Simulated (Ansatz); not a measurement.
`[O]=[Ta]([OH])([OH])[F]` and `[O]=[Ta]([OH])([F])[F]` differ in one atom or group.

Ansatz, PBE0-D4/def2-TZVP geometries, multiplicity 1. Each molecule was computed in one conformer, which needn't be the lowest.

Elements past krypton have def2 core potentials.

| property | `[O]=[Ta]([OH])([OH])[F]` |
| --- | --- |
| HOMO energy (B3LYP/def2-TZVPP) / eV | -9.26 |
| LUMO energy (PBE0/def2-TZVPP) / eV | -0.53 |
| LUMO energy (PBE/def2-TZVPP) / eV | -1.42 |
| zero-point energy (PBE0-D4/def2-TZVP) / kJ/mol | 83.1 |
| HOMO energy (PBE/def2-TZVPP) / eV | -7.90 |
| HOMO energy (ωB97M-V/def2-TZVPP) / eV | -11.94 |

Q: What does the change do to each property? (An estimate is asked.)

A: Ansatz gave: 
| property | `[O]=[Ta]([OH])([F])[F]` | shift |
| --- | --- | --- |
| HOMO energy (B3LYP/def2-TZVPP) / eV | -9.57 | -0.31 |
| LUMO energy (PBE0/def2-TZVPP) / eV | -1.06 | -0.53 |
| LUMO energy (PBE/def2-TZVPP) / eV | -1.92 | -0.50 |
| zero-point energy (PBE0-D4/def2-TZVP) / kJ/mol | 54.4 | -28.7 |
| HOMO energy (PBE/def2-TZVPP) / eV | -8.20 | -0.30 |
| HOMO energy (ωB97M-V/def2-TZVPP) / eV | -12.25 | -0.31 |

With PBE0 the HOMO falls by 0.31 eV and the LUMO falls by 0.53 eV, so the gap narrows by about 0.22 eV. PBE moves the HOMO by -0.30 eV and ωB97M-V by -0.31 eV. The zero-point energy changes by -28.7 kJ/mol with -3 modes.

B3LYP here is the variant with VWN-RPA as its local correlation; programs differ in this.
